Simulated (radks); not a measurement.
The numbers below are computed, except where a source is named.
Problem. Code: a radial shooting solver on a logarithmic mesh with Libxc functionals. Model: scalar-relativistic Kohn-Sham, LDA (Slater exchange, Perdew-Wang correlation), spin-polarised, spherical densities, finite nucleus; open shells are filled with parallel spins first; Fermi nuclear charge, rms radius of each element as measured or else 0.836 A^(1/3) + 0.57 fm. Response by self-consistent Sternheimer equations with the Hartree and adiabatic LDA kernel, the relativistic mass of each level held fixed and spin-orbit coupling left out. For heavy and open-shell atoms this level of theory can miss by tens of per cent. Rank Ti3+, Sc2+, K, Fe7+, Mn6+, V4+, Cr5+, Co8+, Ca+ (NIST ground configurations) by static dipole polarisability, largest first.

Solution. K 255.3, Ca+ 67.69, Sc2+ 5.035, Ti3+ 2.318, V4+ 1.444, Cr5+ 1.003, Mn6+ 0.7377, Fe7+ 0.5631, Co8+ 0.4415 bohr^3.
